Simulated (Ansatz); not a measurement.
Abridged output of a molecular run in Ansatz:

```
Functional definition: HF
1421 factors; integrals over basis functions are off by at most 7.6e-4 eV
mean field evaluation 1: about -14030.1534 eV, gradient 4.2e1 eV
mean field evaluation 2: about -14030.3651 eV, gradient 4.2e1 eV
mean field evaluation 4: about -14034.1420 eV, gradient 3.8e0 eV
mean field evaluation 8: about -14034.2092 eV, gradient 3.0e-1 eV
mean field -14034.20957477 eV, -515.7476891440 hartree, gradient 2.6e-6 eV, S^2 0.000000; 0 other end points of the search recorded, 0 dependent functions left out
9 core orbitals not correlated: weight in the atoms' cores, before any rotation towards them, 1.000 or more for the frozen orbitals, at most 0.000 for the correlated occupied ones
reference -14034.20957477 eV, -515.7476891440 hartree; 14, 14 occupied and 213, 213 virtual orbitals, 1421 factors
second order -21.60977382 eV of doubles, -0.00000000 eV of singles
cycle   1  -22.10660072 eV  change   -5.0e-1 eV  update   1.1e-1
cycle   2  -22.66435958 eV  change   -5.6e-1 eV  update   3.1e-2
cycle   3  -22.79599000 eV  change   -1.3e-1 eV  update   1.7e-2
cycle   4  -22.77871164 eV  change    1.7e-2 eV  update   4.1e-3
cycle   5  -22.77770546 eV  change    1.0e-3 eV  update   1.8e-3
cycle   6  -22.77848661 eV  change   -7.8e-4 eV  update   6.0e-4
cycle   7  -22.77812155 eV  change    3.7e-4 eV  update   2.3e-4
cycle   8  -22.77804351 eV  change    7.8e-5 eV  update   9.1e-5
cycle   9  -22.77809662 eV  change   -5.3e-5 eV  update   4.0e-5
cycle  10  -22.77810505 eV  change   -8.4e-6 eV  update   1.5e-5
perturbative correction -0.73769137 eV, -0.0271096577 hartree
Total energy: -14057.72537119 eV, -516.6118787226 hartree
```

Its atoms:

```xyz
10

B     0.2124   -1.4529    1.5386
Si   -0.5533    0.1164    0.5624
O     0.5291    0.8247   -0.4832
B     0.5203    1.0786   -1.7988
F     1.5737    1.6808   -2.3316
H    -0.4657   -1.9955    2.3616
H     1.3073   -1.8869    1.3414
H    -1.7596   -0.3172   -0.2031
H    -0.9713    1.1673    1.5305
H    -0.3929    0.7847   -2.5178
```

(1) Which basis set was used?
A. def2-TZVPPD
B. def2-SVPD
C. def2-TZVPP
D. cc-pV(D+d)Z

(2) Write the keys of the input that set method, charge and spin (a neutral closed shell needs none for the last two).

## Answers

(1) C. It gives 236 functions.

(2) 
```yaml
correlation: {method: ccsd_t}
```
